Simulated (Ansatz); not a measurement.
Species: BNH5, charge 0, doublet. BNH5 (SMILES [BH3-][NH2+], doublet).
B3LYP-D3(BJ)/def2-TZVP minimum from Ansatz (a quantum-chemistry and plane-wave program):
```xyz
7

B     -0.7529    -0.0394    -0.0407
N      0.6992    -0.0010    -0.0110
H     -1.2334    -0.7111    -0.9047
H     -1.2090     1.1239     0.0621
H     -1.1945    -0.2412     1.1152
H      1.2201     0.5306     0.6709
H      1.2873    -0.4979    -0.6632
```
Charge 0, spin multiplicity 2.

Total energies in aug-cc-pVDZ, 13 correlated electrons, 2 frozen orbitals. Open shells are spin-unrestricted; no spin-orbit coupling. Cores are frozen in correlated methods. No relativity. The UHF reference of H5BN ([BH3-][NH2+], doublet) is spin-contaminated (<S^2> up to 0.04 over the pure value in the sets run).

| method | program | energy (Eh) | minus CCSDT(Q) (mEh) |
|---|---|---|---|
| HF | Ansatz | -81.98694 | 337.95 |
| MP2 | Ansatz | -82.27527 | 49.63 |
| CCSD | Ansatz | -82.31328 | 11.62 |
| CCSD(T) | Ansatz | -82.32324 | 1.66 |
| CCSDT(Q) | Ansatz | -82.32490 | 0.00 |

Rough core times of Ansatz's runs on a shared machine: CCSD(T) under 20 s, CCSDT(Q) 10 min.
